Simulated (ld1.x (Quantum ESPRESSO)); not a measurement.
The numbers below are computed, except where a source is named.
# Hardness and transferability of assorted potentials

Generated with ld1.x 7.5 (TM, RRKJ, ultrasoft, PAW), atompaw 4.2 or ONCVPSP 4.0.1. The cutoff is in Ry: for ld1.x and atompaw files where the sum of valence levels is converged to 10 mRy in a Bessel basis, for ONCV files where the hardest occupied wave has 1 mHa per electron of residual kinetic energy. The error is the largest all-electron minus pseudo excitation energy over each file’s own four to seven test configurations (ionisations up to +4, promotions, holes and added fractions of an electron), all of which were solved. The labels leave out finer settings (local radius, basis sizes, second energies), which also bear on the numbers. Spin-polarised tests are not counted. The rows are a selection from randomly drawn settings: files with unsolved tests, undetermined cutoffs or missed reference levels are left out.

A true bound ghost makes a file unfit for plane-wave use even where its test errors are small: the radial tests pick states by their node count and pass the ghost by.

| element | potential | cutoff (Ry) | largest error (meV) | bound ghosts |
| --- | --- | --- | --- | --- |
| S | TM semilocal, PBE, scalar-relativistic, rc 1.00/1.80/1.45 (spd), local d, core correction yes, reference 3s2 3p4 | 80 | +98 | none |
| S | ultrasoft, PBE, scalar-relativistic, rc 1.70/1.60/1.50 (spd), local smoothed, core correction yes, reference 3s2 3p4 | 18 | -23 | none |
| Fe | TM, PBE, scalar-relativistic, rc 1.30/0.70/0.95 (spd), local s, core correction yes, reference 3s2 3p6 3d6 4s0 4p0 | 230 | +1620 | none |
| As | TM, PBE, scalar-relativistic, rc 1.35/1.45 (sp), local s, core correction no, reference 4s2 4p2.5 | 45 | +34 | p |
| Se | TM, LDA (PZ), scalar-relativistic, rc 1.55/1.65 (sp), local s, core correction yes, reference 4s2 4p4 | 40 | -52 | none |
| Pd | TM, revPBE, scalar-relativistic, rc 1.45/1.05/1.15 (spd), local smoothed, core correction no, reference 4s2 4p6 4d8.5 5s0 5p0 | 140 | +627 | none |

Question: Fill in the row for I: TM, Wu–Cohen, scalar-relativistic, rc 1.65/1.95/1.35 (spd), local s, core correction yes, reference 4d10 5s2 5p4.5.

Answer: cutoff 110 Ry, largest error -584 meV, bound ghosts: none.
